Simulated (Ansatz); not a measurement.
Basis-set extrapolation for C3H7ClSi (`C=C(Cl)[SiH2]C`) (PBE0-D4/def2-TZVP geometry, frozen core, the Gaussian-basis code of Ansatz). Multiplicity 1, RHF reference.

```tsv
	def2-TZVPP	def2-QZVPP
HF	-866.168835	-866.195923
MP2 correlation	-0.815347	-0.875877
CCSD(T) correlation	-0.912937	not run
```

Energies in hartree. Use E(X) = E(∞) + A·exp(−7.88·√X) for Hartree–Fock and E(X) = E(∞) + B·X^(−2.97) for correlation, with X = 3 and 4, and add CCSD(T) minus MP2 of the smaller set to the MP2 limit.

Question: What is the CCSD(T) energy at the basis-set limit?

Answer: HF limit: -866.195923 + (-0.027088) × 0.13774 = -866.19965. MP2 limit: -0.875877 + (-0.060530) × 0.74074 = -0.92071. Higher-order term: -0.912937 − (-0.815347) = -0.09759. Total: -867.21795 hartree, 357.5 kJ/mol below CCSD(T)/def2-TZVPP.
